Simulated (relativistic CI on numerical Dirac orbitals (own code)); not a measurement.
## Line list: Electric-dipole lines, Ca XI

Calculated at this level of theory: Dirac-Coulomb-Breit CI, KLI orbitals optimised for each configuration, a model potential for QED, valence Slater integrals scaled by 0.9, P86 correlation estimate, and configurations built on the next ion tied to the tabulated ionisation energy (semi-empirical) (own radial code, finite nucleus).

Configuration list (outside the closed core 1s2): 2s2 2p6, 2s2 2p5 3s, 2s2 2p5 3p, 2s2 2p5 3d, 2s2 2p5 4s, 2s 2p6 3s, 2s 2p6 3p, 2s2 2p5 4p, 2s 2p6 3d, 2s2 2p5 4d, 2s2 2p5 4f, 2s2 2p4 3s2, 2s2 2p4 3s 3p, 2s 2p6 4s, 2s 2p6 4p, 2s2 2p4 3p2, 2s2 2p4 3s 3d, 2s 2p6 4d, 2s 2p6 4f, 2s2 2p4 3p 3d, 2s 2p5 3s2, 2s2 2p4 3d2, 2s 2p5 3s 3p, 2s 2p5 3p2. Levels of other configurations are missing.

| λ vac (nm) | Lower | Upper | A (s⁻¹) | E lower (Ry) | E upper (Ry) |
| --- | --- | --- | --- | --- | --- |
| 2.5302 | 2s2 2p6 1S_0 [1] | 2s2 2p5 4d 1P°_1 [67] | 2.44e+12 | 0.0000 | 36.0157 |
| 3.0382 | 2s2 2p6 1S_0 [1] | 2s2 2p5 3d 1P°_1 [27] | 5.68e+12 | 0.0000 | 29.9939 |
| 9.8630 | 2s2 2p5 3s 3P°_2 [2] | 2s2 2p5 4p 3D_3 [39] | 3.92e+10 | 25.5762 | 34.8155 |
| 10.842 | 2s2 2p5 3p 3D_1 [11] | 2s2 2p5 4d 3F°_2 [59] | 6.77e+10 | 27.4553 | 35.8599 |
| 10.850 | 2s2 2p5 3p 3D_2 [7] | 2s2 2p5 4d 3F°_3 [52] | 6.85e+10 | 27.1920 | 35.5910 |
| 10.880 | 2s2 2p5 3p 3D_3 [8] | 2s2 2p5 4d 3F°_4 [50] | 8.21e+10 | 27.1980 | 35.5734 |
| 10.925 | 2s2 2p5 3p 1D_2 [13] | 2s2 2p5 4d 1F°_3 [62] | 8.10e+10 | 27.5363 | 35.8775 |
| 10.971 | 2s2 2p5 3p 3P_2 [10] | 2s2 2p5 4d 3D°_3 [54] | 6.69e+10 | 27.3223 | 35.6286 |
| 13.057 | 2s2 2p5 3d 3P°_2 [18] | 2s2 2p5 4f 3D_3 [74] | 6.05e+10 | 29.2711 | 36.2501 |
| 13.504 | 2s2 2p5 3d 3P°_2 [18] | 2s2 2p5 4f 3F_3 [68] | 6.25e+10 | 29.2711 | 36.0191 |
| 13.761 | 2s2 2p5 3d 3F°_4 [19] | 2s2 2p5 4f 3F_4 [66] | 3.06e+10 | 29.2947 | 35.9170 |
| 13.805 | 2s2 2p5 3d 3F°_4 [19] | 2s2 2p5 4f 3G_5 [63] | 2.23e+11 | 29.2947 | 35.8958 |
| 13.805 | 2s2 2p5 3d 3D°_2 [25] | 2s2 2p5 4f 3D_3 [74] | 1.53e+11 | 29.6490 | 36.2501 |
| 13.838 | 2s2 2p5 3d 3D°_3 [22] | 2s2 2p5 4f 3F_3 [68] | 4.86e+10 | 29.4340 | 36.0191 |
| 13.839 | 2s2 2p5 3d 3F°_3 [20] | 2s2 2p5 4f 1F_3 [65] | 3.89e+10 | 29.3312 | 35.9158 |
| 13.880 | 2s2 2p5 3d 3F°_3 [20] | 2s2 2p5 4f 1G_4 [64] | 1.89e+11 | 29.3312 | 35.8964 |
| 13.899 | 2s2 2p5 3d 3F°_2 [24] | 2s2 2p5 4f 3G_3 [72] | 1.97e+11 | 29.6192 | 36.1758 |
| 13.946 | 2s2 2p5 3d 3P°_1 [17] | 2s2 2p5 4f 3D_2 [57] | 4.93e+10 | 29.2161 | 35.7504 |
| 13.969 | 2s2 2p5 3d 3D°_3 [26] | 2s2 2p5 4f 3G_4 [73] | 2.14e+11 | 29.6541 | 36.1777 |
| 13.973 | 2s2 2p5 3d 3F°_2 [21] | 2s2 2p5 4f 1F_3 [65] | 1.69e+11 | 29.3943 | 35.9158 |
| 14.056 | 2s2 2p5 3d 3D°_3 [22] | 2s2 2p5 4f 3F_4 [66] | 1.79e+11 | 29.4340 | 35.9170 |
| 14.305 | 2s2 2p5 3d 3D°_2 [25] | 2s2 2p5 4f 3F_3 [68] | 5.61e+10 | 29.6490 | 36.0191 |
| 14.483 | 2s2 2p5 3d 3D°_1 [23] | 2s2 2p5 4f 1D_2 [60] | 7.10e+10 | 29.5691 | 35.8609 |
| 40.002 | 2s2 2p5 3p 3S_1 [6] | 2s2 2p5 3d 3P°_2 [18] | 3.79e+09 | 26.9930 | 29.2711 |
| 40.991 | 2s2 2p5 3p 3S_1 [6] | 2s2 2p5 3d 3P°_1 [17] | 5.41e+09 | 26.9930 | 29.2161 |
| 42.111 | 2s2 2p5 3p 3D_1 [11] | 2s2 2p5 3d 3F°_2 [24] | 6.79e+09 | 27.4553 | 29.6192 |
| 42.599 | 2s2 2p5 3p 3D_2 [7] | 2s2 2p5 3d 3F°_3 [20] | 6.42e+09 | 27.1920 | 29.3312 |
| 42.849 | 2s2 2p5 3p 3D_1 [9] | 2s2 2p5 3d 3F°_2 [21] | 4.89e+09 | 27.2676 | 29.3943 |
| 43.028 | 2s2 2p5 3p 1D_2 [13] | 2s2 2p5 3d 3D°_3 [26] | 7.33e+09 | 27.5363 | 29.6541 |
| 43.153 | 2s2 2p5 3p 3P_2 [10] | 2s2 2p5 3d 3D°_3 [22] | 6.04e+09 | 27.3223 | 29.4340 |
| 43.187 | 2s2 2p5 3p 3P_1 [14] | 2s2 2p5 3d 3D°_2 [25] | 5.90e+09 | 27.5389 | 29.6490 |
| 43.462 | 2s2 2p5 3p 3D_3 [8] | 2s2 2p5 3d 3F°_4 [19] | 7.14e+09 | 27.1980 | 29.2947 |
| 52.189 | 2s2 2p5 3s 3P°_2 [2] | 2s2 2p5 3p 3P_2 [10] | 2.21e+09 | 25.5762 | 27.3223 |
| 54.549 | 2s2 2p5 3s 3P°_1 [3] | 2s2 2p5 3p 3P_2 [10] | 1.42e+09 | 25.6517 | 27.3223 |
| 56.083 | 2s2 2p5 3s 1P°_1 [5] | 2s2 2p5 3p 1D_2 [13] | 3.05e+09 | 25.9115 | 27.5363 |
| 56.187 | 2s2 2p5 3s 3P°_2 [2] | 2s2 2p5 3p 3D_3 [8] | 3.17e+09 | 25.5762 | 27.1980 |
| 56.393 | 2s2 2p5 3s 3P°_1 [3] | 2s2 2p5 3p 3D_1 [9] | 2.67e+09 | 25.6517 | 27.2676 |
| 56.396 | 2s2 2p5 3s 3P°_2 [2] | 2s2 2p5 3p 3D_2 [7] | 1.36e+09 | 25.5762 | 27.1920 |
| 59.161 | 2s2 2p5 3s 3P°_1 [3] | 2s2 2p5 3p 3D_2 [7] | 1.55e+09 | 25.6517 | 27.1920 |
| 64.317 | 2s2 2p5 3s 3P°_2 [2] | 2s2 2p5 3p 3S_1 [6] | 1.56e+09 | 25.5762 | 26.9930 |
| 117.55 | 2s2 2p5 4p 3D_2 [40] | 2s2 2p5 4d 3F°_3 [52] | 1.34e+09 | 34.8158 | 35.5910 |
| 118.89 | 2s2 2p5 4p 3D_2 [45] | 2s2 2p5 4d 1F°_3 [62] | 1.54e+09 | 35.1110 | 35.8775 |
| 119.36 | 2s2 2p5 4p 3P_2 [42] | 2s2 2p5 4d 3D°_3 [54] | 1.23e+09 | 34.8652 | 35.6286 |
| 120.22 | 2s2 2p5 4p 3D_3 [39] | 2s2 2p5 4d 3F°_4 [50] | 1.50e+09 | 34.8155 | 35.5734 |
| 155.65 | 2s2 2p5 4s 3P°_2 [34] | 2s2 2p5 4p 3D_3 [39] | 5.03e+08 | 34.2300 | 34.8155 |

Terms are leading LS components. Brackets give the number of a level in order of energy, since labels repeat. The list gives strong lines, with weight on those to low levels, without configurations that were not tied to measured data, without lines whose two gauges differ by over a factor of 2.5, among the lowest 89 of 594 levels, so that lines to higher ones, which can be the strongest, are missing. Levels whose partners in the same complex of configurations lie outside the list can be far off, and so can their lines. Rates are taken at the computed energies, electric ones in the length gauge.

Configurations that consist of the next ion and one excited electron were tied to the tabulated ionisation energy; Rydberg ones are usually within 1,000 to 3,000 cm⁻¹ and the lowest ones within about 6,000 (9,000 in d shells), while levels on excited terms of the next ion carry the error of that term, and the other configurations can be misplaced by 10,000 cm⁻¹ or more. Rates follow the energies as ν³ (E1, M1) or ν⁵ (E2), so rates, branching and lifetimes can be off by large factors.

LS names give the leading component of a level, which can be under half, so a name can repeat, a term be missing and a line seem to break the LS rules.
